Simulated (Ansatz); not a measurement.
**Scan of the F1–Si2 bond length**

SiClF2 (SMILES F[Si](F)Cl), doublet, at its PBE0-D4/def2-TZVP minimum:

```xyz
4
angstrom
F 1.3081 0.1290 0.7980
Si 0.2212 -0.3165 -0.2657
F -0.8718 -1.1574 0.5149
Cl -0.6576 1.3449 -1.0473
```

The bond length F1–Si2 (1.585 Å at the minimum) is set to the values below, the two halves moving rigidly along the bond. Each method's energies count from its own value at the PBE0-D4 minimum structure. Ansatz 0.2.0; basis: def2-TZVPP; cores frozen in the correlated methods; orbitals are unrestricted. B3LYP uses VWN-RPA correlation.

CCSD(T) energies along the scan:
| bond length (Å) | CCSD(T) (eV) |
| --- | --- |
| 1.395 | 0.945 |
| 1.450 | 0.424 |
| 1.530 | 0.059 |
| 1.625 | 0.027 |
| 1.729 | 0.285 |
| 1.842 | 0.746 |
| 1.961 | 1.316 |
| 2.087 | 1.938 |
| 2.219 | 2.567 |
They count from the CCSD(T) energy at the PBE0-D4 minimum.

Minimum and curvature along this coordinate at CCSD(T): A fifth-order fit through the nearest points gives 1.584 Å, with a curvature of about 36 eV/Å².

Question: Treat the two halves as rigid bodies and work out the harmonic wavenumber of this stretch from that curvature (ν̃ = 521.5 √(k/μ) cm⁻¹ with k in eV/Å² and μ in u).

Answer: The halves weigh 19.00 and 82.54 u, so μ = 19.00 × 82.54/101.54 = 15.445 u and ν̃ = 521.5 √(36/15.445) ≈ 800 cm⁻¹. A true normal mode mixes in other motions, so this is a guide only.

Largest difference from the CCSD(T) curve over the scan: PBE-D4 0.511; r2SCAN-D4 0.181; B3LYP-D4 0.287; MP2 0.120 eV. Each curve counts from its own value at the minimum.

The T1 diagnostic stays at or below 0.022. ⟨S²⟩ of the unrestricted Hartree–Fock references: 0.75 to 0.81 (a pure state has 0.75). The unrestricted reference is spin-contaminated, which hurts MP2 most.

For scale, one of the runs: CCSD(T)/def2-TZVPP, 146 basis functions (an equivalent command: `ansatz run in.yaml --threads 4`). The run took 19 s on 4 CPU threads (shared host), with 2.4 GiB of host memory at its peak.
